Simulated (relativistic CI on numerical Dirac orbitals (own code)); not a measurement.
# Ce+: q coefficients and field-shift factors

Computed by Dirac-Coulomb-Breit CI, separate exchange-only KLI orbitals for each configuration, valence Slater integrals scaled by 0.85, P86 correlation energy added to each configuration, derivatives by finite differences, QED left out (own radial code, finite nucleus).

CI space (outside the closed core [Xe]): 4f 5d2, 4f 5d 6s, 4f2 6s, 4f2 5d, 4f 6s2, 4f 5d 6p, 4f2 6p, 5d3. Levels of other configurations are missing.

With x = (α/α₀)² − 1 an excitation energy changes as ω = ω₀ + qx; K = 2q/ω₀ is the relative enhancement. Terms are leading LS components, so labels can repeat. The field-shift factor is F = δν/δ⟨r²⟩ for the transition from the lowest level.

Lowest level 4f 5d2 4H°_7/2.

```tsv
Level	ω₀ (cm⁻¹)	q (cm⁻¹)	K	F (GHz/fm²)
4f 5d2 4H°_9/2	872.6	499.9	1.15	0.175
4f 5d2 4I°_9/2	1363.5	12.42	0.0182	0.0138
4f 5d2 2G°_7/2	2021.3	946.5	0.937	0.453
4f 5d2 4H°_11/2	2039.3	1456	1.43	0.228
4f 5d2 4I°_11/2	2420.1	1038	0.858	-0.0421
4f 5d2 2G°_9/2	2423.2	2072	1.71	0.0394
4f 5d2 4H°_13/2	3075.0	2206	1.43	0.195
4f 5d2 2H°_9/2	3130.5	-3020	-1.93	3.45
4f 5d2 4D°_1/2	3149.0	13.13	0.00834	0.274
4f 5d2 2F°_5/2	3315.0	-696.1	-0.42	1.66
4f 5d2 4I°_13/2	3656.6	2277	1.25	0.0251
4f 5d 6s 2G°_7/2	3676.2	-4852	-2.64	5.16
4f 5d2 4D°_3/2	3847.0	703.6	0.366	0.303
```

Correlation outside the listed configurations is missing or only estimated: errors of thousands of cm⁻¹ between configurations and terms are usual at this charge. Rates and lifetimes follow the computed energies and can be off by large factors. The fine structure of a lone outer electron comes out too small, for d and f at times inverted, and misplaced configurations move strength between like terms.
